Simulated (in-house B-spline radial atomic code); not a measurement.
Configurations of Fe5+, with energies counted from [Ar] 3d3. Method: scalar-relativistic (X2C) LC-wPBE, spin-polarised, spherical fractional occupations, exact exchange averaged over the configuration, Fermi nucleus of rms radius 3.7377 fm. Calculated with a radial B-spline atomic code at the basis-set limit. Shells without spins written out take the highest spin.

Occupations are held fixed; configurations that lie above the ionisation limit could autoionise.

```
       configuration  E - E(ref) (eV)  highest orbital  its <r> (bohr)
        [Ar] 3d2 4s1           32.416            4s up           1.878
        [Ar] 3d2 4f1           67.508            4f up           2.774
[Ne] 3s2 3p5 3d3 4s1           82.934            4s up           1.869
```

Problem. Order these further configurations by energy, lowest first.
A. [Ar] 3d2 4p1
B. [Ne] 3s2 3p5 3d4
C. [Ne] 3s2 3p5 3d3 4p1
D. [Ne] 3s2 3p5 3d3 4f1

Solution. A (42.133 eV), B (49.52 eV), C (92.709 eV), D (118.27 eV).
